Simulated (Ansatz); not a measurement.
This geometry of Cl3HOTi + H2 (8 atoms, charge 0, multiplicity 1) is a first-order saddle point.

These are results of RKS PBE0-D4/def2-SVP (Ansatz), not measurements.

```xyz
8
Properties=species:S:1:pos:R:3
Ti 0.086 -0.479 -0.385
Cl 0.774 0.449 2.297
Cl 2.017 0.350 -0.965
O -1.247 0.616 -0.160
H -1.308 1.476 0.274
Cl -0.507 -1.931 -1.877
H 0.060 -1.651 0.879
H 0.400 -0.778 1.840
```

(1) Which two structures does it join? (They come from a converged band through this point; their orientation in space is the band's.)

(2) How far does it lie above each of them?

## Answers

(1) Bonds broken: Ti1–Cl2, H7–H8. Bonds formed: Ti1–H7, Cl2–H8. Cl3HOTi + H2 becomes Cl2H2OTi + ClH.

Image 0:

```xyz
8
Properties=species:S:1:pos:R:3
Ti -0.223 0.276 -0.041
Cl -0.280 0.408 2.131
Cl 1.825 0.368 -0.770
O -1.127 1.593 -0.702
H -1.985 1.828 -1.071
Cl -1.181 -1.566 -0.677
H 1.747 -2.593 1.196
H 1.499 -2.263 1.836
```

Image 6:

```xyz
8
Properties=species:S:1:pos:R:3
Ti 0.063 -0.613 -0.808
Cl 0.254 0.751 2.812
Cl 2.008 0.229 -1.272
O -1.033 0.493 -0.060
H -0.985 1.076 0.716
Cl -0.858 -1.979 -2.232
H 0.416 -1.529 0.554
H 0.410 -0.377 2.191
```

(2) 1.61 eV above the first and 0.10 eV above the second. This is the barrier of this one path; another mechanism may lie lower. The orbitals stay closed-shell, which can raise the energy where a bond breaks towards radicals; this wasn't checked here.

Time of the run: 6 min on 4 threads of Arm Neoverse V1, with other jobs on the host, peak memory 0.32 GiB.
